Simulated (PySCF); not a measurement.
SnCl3(NEt2), C4H10Cl3NSn.
Structure used (PBE0-D3(BJ)/def2-SVP), in Å, numbered top down from 1:
```
atom  x, y, z in Å
Sn1    1.091    1.938    0.726
Cl2    0.435    2.637    2.844
Cl3    3.412    1.867    0.571
Cl4    0.366    3.555   -0.802
N5     0.366    0.093    0.421
C6     0.870   -0.590   -0.763
C7     0.904   -2.099   -0.589
C8    -1.022   -0.130    0.802
C9    -2.067    0.305   -0.217
H10    1.900   -0.237   -0.940
H11    0.295   -0.330   -1.674
H12    1.455   -2.365    0.325
H13   -0.106   -2.531   -0.521
H14    1.405   -2.567   -1.450
H15   -1.145   -1.203    1.032
H16   -1.195    0.390    1.759
H17   -1.966    1.376   -0.457
H18   -1.981   -0.257   -1.159
H19   -3.081    0.139    0.176
```

Method: PySCF, TDDFT wB97X-D/def2-SVPD, vertical, gas phase, core orbitals frozen in the response, def2 core potentials past Kr. Spin–orbit coupling is left out.

Kohn–Sham orbitals with the atoms that hold most of them (Löwdin shares over 4%, at most four atoms; ? is withheld):

```json
{"orbital": "HOMO-3", "ε (eV)": "-11.32", "atoms": "Cl4 38%, Cl2 30%, Cl3 23%"}
{"orbital": "HOMO-2", "ε (eV)": "-11.19", "atoms": "Cl4 51%, Cl3 27%, Cl2 20%"}
{"orbital": "HOMO-1", "ε (eV)": "-11.03", "atoms": "Cl4 27%, N5 17%, C8 8%, C6 7%"}
{"orbital": "HOMO", "ε (eV)": "-8.99", "atoms": "?"}
{"orbital": "LUMO", "ε (eV)": "?", "atoms": "?"}
{"orbital": "LUMO+1", "ε (eV)": "1.60", "atoms": "Sn1 29%, Cl2 18%, Cl3 13%, Cl4 11%"}
{"orbital": "LUMO+2", "ε (eV)": "1.76", "atoms": "Sn1 29%, Cl4 21%, Cl2 13%, Cl3 12%"}
```

**Question.** Which atoms hold the HOMO, and with what shares?

**Answer.** N5 (bonded to 2 C and Sn) 55%; C6 (bonded to C, N and 2 H) 9%; C8 (bonded to C, N and 2 H) 8%; C9 (bonded to C and 3 H) 6%. By element: nitrogen 55%, carbon 23% or more.

**Question.** Give the leading atoms of the LUMO.

**Answer.** Sn1 (bonded to 3 Cl and N) 26%; Cl4 (bonded to Sn) 20%; Cl3 (bonded to Sn) 20%; Cl2 (bonded to Sn) 19%. By element: chlorine 58%, tin 26%.

**Question.** What is the LUMO energy, and the HOMO–LUMO gap?

**Answer.** ε(LUMO) = -1.02 eV; the gap is 7.96 eV (0.2927 hartree).

**Question.** How does S1 compare with the orbital gap of 7.96 eV?

**Answer.** S1 is at 3.72 eV (f = 0.028), 4.24 eV below the gap, made of HOMO→LUMO (96%). Without the coupling terms of the response equations the lowest excitation would equal the gap.

**Question.** One configuration dominates each of S1, S2 and S8. Which, and how do the shares of the two leading atoms of either orbital change from the occupied to the empty one?

**Answer.** 
- S1 (3.72 eV, f 0.028), HOMO→LUMO (96%): N5 55% → at most 16%, C6 9% → at most 16%, Sn1 at most 6% → 26%, Cl4 at most 6% → 20%
- S2 (5.56 eV, f 0.0019), HOMO-2→LUMO (93%): Cl4 51% → 20%, Cl3 27% → 20%, Sn1 at most 2% → 26%
- S8 (6.24 eV, f 0.0098), HOMO→LUMO+1 (85%): N5 55% → at most 11%, C6 9% → at most 11%, Sn1 at most 6% → 29%, Cl2 at most 6% → 18%

One conformer stands for the species.
